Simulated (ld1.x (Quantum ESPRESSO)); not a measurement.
Logarithmic derivatives: thulium, TM

- Element: thulium
- Generator: ld1.x (Quantum ESPRESSO) 7.5
- Type: norm-conserving Troullier–Martins (Kleinman–Bylander form)
- Functional: PW91
- Relativity: scalar-relativistic
- Frozen core: [Kr] 4d10 5s2
- Valence charge: 21
- Reference configuration: 4f13 5p6 5d0 6s1 6p0 (charge +1)
- Partial waves: 6s (bound): rc 2.65 bohr; 5p (bound): rc 2.30 bohr; 4f (bound): rc 0.60 bohr; 5d (bound, empty): rc 3.35 bohr
- Local potential: the d channel
- Core correction: Bessel-smoothed model core inside 0.50 bohr

The phase is arctan(r·u′/u) with u = r·R(r), unwrapped; energies in Ry, scanned from -4 to 5 Ry. A pole is an energy at which the radial function vanishes at the test radius. The pseudo phase is shifted by a multiple of π to meet the all-electron one at the reference energy, and phase errors are pseudo minus all-electron; the curves can meet again beyond the range given. Levels narrower than the energy grid can be missing from the lists of poles.

```tsv
channel	radius (bohr)	reference energy (Ry)	poles, all-electron	poles, pseudo	unbroken range about the reference energy with phases within 0.05 rad	phase error 1 Ry above the reference energy (rad)
s	3.66	-0.68	0.23, 4.75	-1.42, 0.25, 4.01	-1.4 to 2.0	+0.004
p	3.66	-2.48	-2.46, 1.13	-2.46, 0.97	below -0.3	+0.002
d	3.66	-0.49	-0.19, 2.85	-0.18, 3.08	below 0.6	+0.038
f	3.66	-0.72	-0.71, 1.84	-0.71, 1.86	not even at the reference energy	+0.025
```

A Bessel basis up to 400 Ry misses an occupied level by 0.49 Ry, so cutoffs were not judged. Note: ghost state, extra bound levels that the all-electron valence spectrum of the same l lacks: s at -19.6 eV (other channels not judged).

Phases in the d channel:

| E (Ry) | all-electron | pseudo |
| --- | --- | --- |
| -4.00 | 1.426 | 1.426 |
| -3.76 | 1.421 | 1.421 |
| -3.52 | 1.415 | 1.415 |
| -3.28 | 1.408 | 1.408 |
| -3.04 | 1.401 | 1.401 |
| -2.80 | 1.392 | 1.392 |
| -2.56 | 1.382 | 1.382 |
| -2.32 | 1.369 | 1.370 |
| -2.08 | 1.354 | 1.355 |
| -1.84 | 1.335 | 1.336 |
| -1.60 | 1.309 | 1.310 |
| -1.36 | 1.271 | 1.272 |
| -1.12 | 1.206 | 1.209 |
| -0.88 | 1.064 | 1.067 |
| -0.64 | 0.434 | 0.439 |
| -0.40 | -1.256 | -1.255 |
| -0.16 | -1.594 | -1.589 |
| 0.08 | -1.726 | -1.716 |
| 0.32 | -1.835 | -1.815 |
| 0.56 | -1.980 | -1.935 |
| 0.80 | -2.266 | -2.144 |
| 1.04 | -3.026 | -2.646 |
| 1.28 | -3.960 | -3.622 |
| 1.52 | -4.330 | -4.189 |
| 1.76 | -4.485 | -4.411 |
| 2.00 | -4.570 | -4.522 |
| 2.24 | -4.625 | -4.589 |
| 2.48 | -4.665 | -4.635 |
| 2.72 | -4.697 | -4.670 |
| 2.96 | -4.725 | -4.700 |
| 3.20 | -4.751 | -4.725 |
| 3.44 | -4.777 | -4.750 |
| 3.68 | -4.805 | -4.775 |
| 3.92 | -4.838 | -4.803 |
| 4.16 | -4.882 | -4.835 |
| 4.40 | -4.946 | -4.879 |
| 4.64 | -5.056 | -4.943 |
| 4.88 | -5.305 | -5.059 |
